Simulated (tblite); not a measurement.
B9P9H12 (flake BP sheet) at step 4 of a GFN2-xTB optimisation (tblite, gas phase), coordinates in Å:

```
  1 P     0.000    0.950   -0.003
  2 B    -1.615    1.835   -0.002
  3 P    -3.231    0.947   -0.002
  4 B    -3.224   -0.945   -0.003
  5 P    -1.612   -1.789    0.003
  6 B     0.000   -0.943   -0.003
  7 P     3.228    0.943   -0.002
  8 B     1.615    1.836   -0.001
  9 P     1.610   -1.789   -0.001
 10 B     3.223   -0.943    0.000
 11 P     6.374    0.912   -0.002
 12 B     4.848    1.857   -0.001
 13 P     4.857   -1.765    0.004
 14 B     6.436   -0.902    0.000
 15 B    -4.845    1.859    0.000
 16 P    -6.371    0.912    0.005
 17 B    -6.436   -0.902    0.000
 18 P    -4.857   -1.765   -0.001
 19 H    -1.611    3.016    0.000
 20 H    -1.609   -3.163    0.001
 21 H     1.611    3.017    0.001
 22 H     1.611   -3.164    0.000
 23 H     7.567    1.596    0.005
 24 H     4.830    3.028   -0.001
 25 H     4.837   -3.143    0.000
 26 H     7.442   -1.489    0.001
 27 H    -4.832    3.029   -0.001
 28 H    -7.568    1.596    0.001
 29 H    -7.443   -1.486   -0.002
 30 H    -4.836   -3.144    0.002
```

Task: What are the forces on the atoms (eV/Å)?

Result: 
```
  1 P     0.02   -0.27    0.00
  2 B    -0.05   -0.03    0.01
  3 P     0.15   -0.24    0.00
  4 B    -0.02    0.57    0.01
  5 P    -0.04    0.02    0.01
  6 B    -0.02    0.48    0.00
  7 P    -0.07   -0.11    0.00
  8 B     0.02   -0.05    0.00
  9 P     0.07    0.01    0.00
 10 B     0.03    0.48    0.00
 11 P    -0.06   -0.02    0.00
 12 B    -0.48   -0.01    0.00
 13 P    -0.22   -0.04    0.00
 14 B     0.16   -0.11    0.00
 15 B     0.40   -0.01    0.00
 16 P    -0.01    0.03    0.00
 17 B    -0.12   -0.08    0.00
 18 P     0.20   -0.09    0.00
 19 H    -0.01   -0.18    0.00
 20 H    -0.01   -0.04    0.00
 21 H     0.02   -0.19    0.00
 22 H     0.00   -0.03    0.00
 23 H    -0.02   -0.04    0.00
 24 H     0.04   -0.01    0.00
 25 H     0.06    0.04    0.00
 26 H     0.12   -0.05    0.00
 27 H    -0.03    0.01    0.00
 28 H     0.09   -0.07    0.00
 29 H    -0.15   -0.07    0.00
 30 H    -0.07    0.07    0.00
```
